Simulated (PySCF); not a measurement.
**A small calculation by hand: dipole moment from atomic charges**

C3H4ClF, SMILES C/C=C(\F)Cl. Atoms are numbered in the order given.

```xyz
9

C      0.2671     2.3993     0.0000
C      0.7048     0.9662     0.0000
C     -0.1345    -0.0695     0.0000
F     -1.4598     0.0697     0.0000
Cl     0.3445    -1.7344     0.0000
H      0.6564     2.9294     0.8859
H     -0.8279     2.4877     0.0000
H      0.6564     2.9294    -0.8859
H      1.7717     0.7346     0.0000
```

The structure is a stationary point at B3LYP-D3(BJ)/def2-SVP.

Charges (e) from ωB97X/def2-TZVP in PySCF:

```
atom     IAO  ESP fit
----  ------  -------
C1    -0.414   -0.258
C2    -0.201   -0.056
C3     0.260    0.031
F4    -0.260   -0.073
Cl5   -0.014   -0.056
H6     0.153    0.098
H7     0.156    0.107
H8     0.153    0.098
H9     0.167    0.109
```

The dipole moment of the full density is 1.77 D.

What dipole moment does each set of point charges give, and which comes closer to that of the density?


μ = Σ q r, and 1 e Å = 4.8032 D.
IAO: Σ q r = (0.455, 0.208, 0.000) e Å, |μ| = 2.40 D.
ESP fit: Σ q r = (0.208, 0.337, 0.000) e Å, |μ| = 1.90 D.
ESP fit comes closer in size. Point charges leave out the atoms' own dipoles (lone pairs, polarised bonds); fits to the potential absorb them, partitions of the density don't.
